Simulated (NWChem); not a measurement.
System: CH₆F₂Si₂; SMILES FC[SiH2][SiH2]F

NWChem input:

```
start job
memory heap 200 mb stack 900 mb global 1100 mb
geometry units angstroms noautoz
  F      0.425222    -2.950088    -0.042630
  C      0.684785    -1.635681     0.278212
  Si    -0.768574    -0.523142    -0.255445
  Si    -0.277552     1.713722     0.263207
  F      1.168845     2.071404    -0.410108
  H      1.613607    -1.312820    -0.225178
  H      0.858048    -1.555102     1.366472
  H     -2.013169    -0.931514     0.466728
  H     -0.990510    -0.669465    -1.725646
  H     -0.157934     1.926228     1.737139
  H     -1.296456     2.656512    -0.284660
end
basis spherical
  F library def2-svp
  C library def2-svp
  Si library def2-svp
  H library def2-svp
end
dft
  xc xpbe96 cpbe96
  iterations 150
  mulliken
end
task dft energy
```

Output (shortened):

```
             Northwest Computational Chemistry Package (NWChem) 7.3.0
             --------------------------------------------------------

 C1  symmetry detected

                             Geometry "geometry" -> ""
                             -------------------------

 Output coordinates in angstroms (scale by  1.889725989 to convert to a.u.)

  No.       Tag          Charge          X              Y              Z
 ---- ---------------- ---------- -------------- -------------- --------------
    1 F                    9.0000     0.41461575    -2.93103753    -0.02214449
    2 C                    6.0000     0.65291526    -1.61620286     0.31311874
    3 Si                  14.0000    -0.78697130    -0.51133956    -0.27065261
    4 Si                  14.0000    -0.33114380     1.72669227     0.27441424
    5 F                    9.0000     1.13703768     2.09675908    -0.34271417
    6 H                    1.0000     1.59775470    -1.28510919    -0.15379285
    7 H                    1.0000     0.78461618    -1.53879077     1.40741536
    8 H                    1.0000    -2.05498554    -0.93093335     0.40269662
    9 H                    1.0000    -0.95251012    -0.65330149    -1.74869209
   10 H                    1.0000    -0.26844274     1.93413292     1.75258194
   11 H                    1.0000    -1.33519342     2.66478715    -0.30785627

 Effective nuclear repulsion energy (a.u.)     286.0175493359

  pbe96 is a nonlocal functional; adding pw91lda local functional.

                                 NWChem DFT Module
                                 -----------------

 Summary of "ao basis" -> "ao basis" (spherical)
 ------------------------------------------------------------------------------
       Tag                 Description            Shells   Functions and Types
 ---------------- ------------------------------  ------  ---------------------
 F                          def2-svp                 6       14   3s2p1d
 C                          def2-svp                 6       14   3s2p1d
 Si                         def2-svp                 8       18   4s3p1d
 H                          def2-svp                 3        5   2s1p

            General Information
            -------------------
          SCF calculation type: DFT
          Wavefunction type:  closed shell.
          No. of atoms     :    11
          No. of electrons :    58
           Alpha electrons :    29
            Beta electrons :    29
          Charge           :     0
          Spin multiplicity:     1
          Use of symmetry is: off; symmetry adaption is: off
          Maximum number of iterations: 150
          AO basis - number of functions:   108
                     number of shells:    52
          Convergence on energy requested:  1.00D-06
          Convergence on density requested:  1.00D-05
          Convergence on gradient requested:  5.00D-04

              XC Information
              --------------
          PerdewBurkeErnzerhof Exchange Functional  1.000
            Perdew 1991 LDA Correlation Functional  1.000 local
           PerdewBurkeErnz. Correlation Functional  1.000 non-local

             Grid Information
             ----------------
          Grid used for XC integration:  medium
          Radial quadrature: Mura-Knowles
          Angular quadrature: Lebedev.
          Tag              B.-S. Rad. Rad. Pts. Rad. Cut. Ang. Pts.
          ---              ---------- --------- --------- ---------
          F                   0.50       49          14.0       434
          C                   0.70       49          12.0       434
          Si                  1.10       88          10.0       590
          H                   0.35       45          12.0       434
          Grid pruning is: on
          Number of quadrature shells:   593
          Spatial weights used:  Erf1

      Superposition of Atomic Density Guess
      -------------------------------------

 Sum of atomic energies:        -816.68259598

      Non-variational initial energy
      ------------------------------

 Total energy =    -818.142358
 1-e energy   =   -1702.285638
 2-e energy   =     598.125730
 HOMO         =      -0.310776
 LUMO         =       0.021951

     ---------------------------------------------
      Total Density - Mulliken Population Analysis
     ---------------------------------------------

    Atom       Charge   Shell Charges
 -----------   ------   -------------------------------------------------------
    1 F    9     9.44   1.99  1.14  0.78  3.46  2.07  0.00
    2 C    6     5.87   1.99  0.93  0.28  1.76  0.87  0.05
    3 Si  14    13.75   2.00  1.99  1.04  0.28  5.94  1.17  1.21  0.12
    4 Si  14    13.20   2.00  1.99  0.98  0.27  5.93  0.98  0.88  0.17
    5 F    9     9.59   1.99  1.15  0.78  3.52  2.14  0.00
    6 H    1     0.92   0.69  0.21  0.02
    7 H    1     0.92   0.69  0.21  0.02
    8 H    1     1.06   0.69  0.36  0.01
    9 H    1     1.06   0.69  0.36  0.01
   10 H    1     1.10   0.70  0.39  0.01
   11 H    1     1.09   0.70  0.38  0.01

   convergence    iter        energy       DeltaE   RMS-Dens  Diis-err
 ---------------- ----- ----------------- --------- --------- ---------
 d= 0,ls=0.0,diis     1   -819.3862772711 -1.11D+03  1.95D-02  9.03D-01
 d= 0,ls=0.0,diis     2   -819.1463137806  2.40D-01  1.23D-02  3.71D+00
 d= 0,ls=0.0,diis     3   -819.4875776715 -3.41D-01  2.09D-03  4.58D-02
 d= 0,ls=0.0,diis     4   -819.4895062142 -1.93D-03  1.01D-03  2.03D-02
 d= 0,ls=0.0,diis     5   -819.4914817070 -1.98D-03  2.91D-04  2.15D-03
  Resetting Diis
 d= 0,ls=0.0,diis     6   -819.4916842059 -2.02D-04  7.46D-05  6.26D-05
 d= 0,ls=0.0,diis     7   -819.4916923222 -8.12D-06  4.28D-05  3.99D-06
 d= 0,ls=0.0,diis     8   -819.4916914862  8.36D-07  2.54D-05  1.03D-05
 d= 0,ls=0.0,diis     9   -819.4916929275 -1.44D-06  2.52D-06  1.29D-07
 d= 0,ls=0.0,diis    10   -819.4916929407 -1.32D-08  8.05D-07  1.34D-08

         Total DFT energy =     -819.491692940690
      One electron energy =    -1705.417135504335
           Coulomb energy =      669.759822800199
    Exchange-Corr. energy =      -69.851929572497
 Nuclear repulsion energy =      286.017549335943

 Numeric. integr. density =       57.999985060521

                       DFT Final Molecular Orbital Analysis
                       ------------------------------------

 Vector   27  Occ=2.000000D+00  E=-2.877610D-01
              MO Center=  4.3D-01, -2.2D+00,  1.1D-01, r^2= 2.3D+00
   Bfn.  Coefficient  Atom+Function         Bfn.  Coefficient  Atom+Function
  ----- ------------  ---------------      ----- ------------  ---------------
     6      0.458322   1 F  pz                9     -0.321321   1 F  pz
    84      0.245216   7 H  s                79     -0.243108   6 H  s
     4     -0.236439   1 F  px               20      0.224846   2 C  pz
     7      0.165814   1 F  px               85      0.159623   7 H  s
    80     -0.153706   6 H  s                18     -0.114699   2 C  px

 Vector   28  Occ=2.000000D+00  E=-2.757484D-01
              MO Center= -2.4D-01, -3.3D-01,  2.0D-02, r^2= 4.8D+00
   Bfn.  Coefficient  Atom+Function         Bfn.  Coefficient  Atom+Function
  ----- ------------  ---------------      ----- ------------  ---------------
     4      0.233443   1 F  px               36     -0.207454   3 Si px
    69      0.189907   5 F  py               31     -0.183834   3 Si s
    18      0.177189   2 C  px               40     -0.171550   3 Si py
    94      0.165399   9 H  s                 7     -0.164363   1 F  px
    55      0.160391   4 Si py               89      0.160067   8 H  s

 Vector   29  Occ=2.000000D+00  E=-2.510446D-01
              MO Center= -4.9D-02, -6.4D-01,  4.5D-02, r^2= 4.9D+00
   Bfn.  Coefficient  Atom+Function         Bfn.  Coefficient  Atom+Function
  ----- ------------  ---------------      ----- ------------  ---------------
     4      0.315864   1 F  px               37      0.270034   3 Si py
     7     -0.232087   1 F  px               18      0.229305   2 C  px
    55     -0.205118   4 Si py               69     -0.162764   5 F  py
     5     -0.153835   1 F  py               40      0.150237   3 Si py
    58     -0.141480   4 Si py               34     -0.138599   3 Si py

 Vector   30  Occ=0.000000D+00  E=-4.978424D-02
              MO Center= -4.2D-01,  9.9D-01,  1.3D-01, r^2= 4.0D+00
   Bfn.  Coefficient  Atom+Function         Bfn.  Coefficient  Atom+Function
  ----- ------------  ---------------      ----- ------------  ---------------
    57      0.710135   4 Si px               17     -0.499804   2 C  s
    39      0.458651   3 Si px               90      0.351740   8 H  s
    67     -0.329414   5 F  s               105      0.266530  11 H  s
    32      0.262010   3 Si s                59     -0.238343   4 Si pz
    54      0.210961   4 Si px               50     -0.170144   4 Si s

 Vector   31  Occ=0.000000D+00  E=-2.031009D-02
              MO Center= -5.9D-01,  3.8D-01,  6.8D-03, r^2= 4.4D+00
   Bfn.  Coefficient  Atom+Function         Bfn.  Coefficient  Atom+Function
  ----- ------------  ---------------      ----- ------------  ---------------
    17      0.757801   2 C  s                41     -0.755583   3 Si pz
    95     -0.697204   9 H  s                59     -0.499963   4 Si pz
   100      0.486596  10 H  s                40      0.433178   3 Si py
   105     -0.422519  11 H  s                58      0.313986   4 Si py
    39     -0.283269   3 Si px               21     -0.199785   2 C  px

[...]
```

Level: PBE/def2-SVP. All runs use the structure optimised with PBE0/def2-SVP.
